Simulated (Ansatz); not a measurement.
Cost and result for the atomization energy of ClFH$_{4}$Si$_{2}$, SMILES `F[SiH2][SiH2]Cl` (8 atoms, 7 bonds).

The species carries charge 0 and has multiplicity 1. The geometry is a stationary point of PBE0-D4/def2-TZVP. It is one conformer, not always the lowest. Program: Ansatz. Hardware: A = 2 threads of an AMD EPYC 7R13 on a shared host; B = 2 threads of an AMD EPYC 7R13 on a shared host and a share of an NVIDIA H100 80 GB. Times are those of one run each, without the atoms' runs, and a repeat can differ threefold. Electronic energies, without spin–orbit coupling; frozen cores. CCSD(T)/CBS extrapolates def2-TZVPP and def2-QZVPP, and its time is that of the two runs behind it. T1 = 0.011. B3LYP takes the VWN-RPA correlation (the form of Gaussian; ORCA's B3LYP/G).

CCSD(T)/CBS is a level of theory with its own doubt, some kJ/mol a heavy atom from the limit and from the frozen cores, so smaller differences don't rank the functionals.

```
                                 level  functions  wall time
   PBE-D4/def2-TZVPP (with forces) [A]        213      2.5 s
                PBE0-D4/def2-TZVPP [A]        213      3.2 s
r2SCAN-D4/def2-TZVPP (with forces) [A]        213      4.6 s
 B3LYP-D4/def2-TZVPP (with forces) [A]        213      4.9 s
                 B2PLYP/def2-TZVPP [A]        213        5 s
                ωB97X-V/def2-TZVPP [A]        213      7.5 s
  ωB97M-V/def2-TZVPP (with forces) [A]        213       12 s
                CCSD(T)/def2-TZVPP [B]        213       13 s
                CCSD(T)/def2-QZVPP [B]        387       18 s
                     CCSD(T)/CBS(def2)          –       31 s
```

(1) What atomization energy does each give, and how far from CCSD(T)/CBS? (Best estimate.)

Results:

(1) Computed: 
```
                                 level  atomization (kcal/mol)  difference from CCSD(T)/CBS  per bond
   PBE-D4/def2-TZVPP (with forces) [A]                   599.8                         -7.4      -1.1
                PBE0-D4/def2-TZVPP [A]                   595.1                        -12.1      -1.7
r2SCAN-D4/def2-TZVPP (with forces) [A]                   604.0                         -3.2      -0.5
 B3LYP-D4/def2-TZVPP (with forces) [A]                   599.3                         -7.9      -1.1
                 B2PLYP/def2-TZVPP [A]                   593.7                        -13.5      -1.9
                ωB97X-V/def2-TZVPP [A]                   608.9                          1.7       0.3
  ωB97M-V/def2-TZVPP (with forces) [A]                   604.0                         -3.2      -0.5
                CCSD(T)/def2-TZVPP [B]                   587.5                        -19.7      -2.8
                CCSD(T)/def2-QZVPP [B]                   599.4                         -7.8      -1.1
                     CCSD(T)/CBS(def2)                   607.2                          0.0       0.0
```

From PBE to PBE0 (25 % exact exchange), in def2-TZVPP and without D4, the atomization energy moves by −4.0 kcal/mol: exact exchange takes away binding that semilocal exchange gives to molecules. The D4 term adds +7.0 kcal/mol with B3LYP and +3.7 kcal/mol with PBE0; it sums over pairs of atoms, weighted by their polarisabilities, and B3LYP, whose exchange is more repulsive, gets the larger term. In def2-TZVPP, CCSD(T) changes the Hartree–Fock value by +126.8 kcal/mol (the triples alone add +6.7 kcal/mol) and MP2 by +133.5 kcal/mol; breaking electron pairs costs correlation energy, which Hartree–Fock lacks.
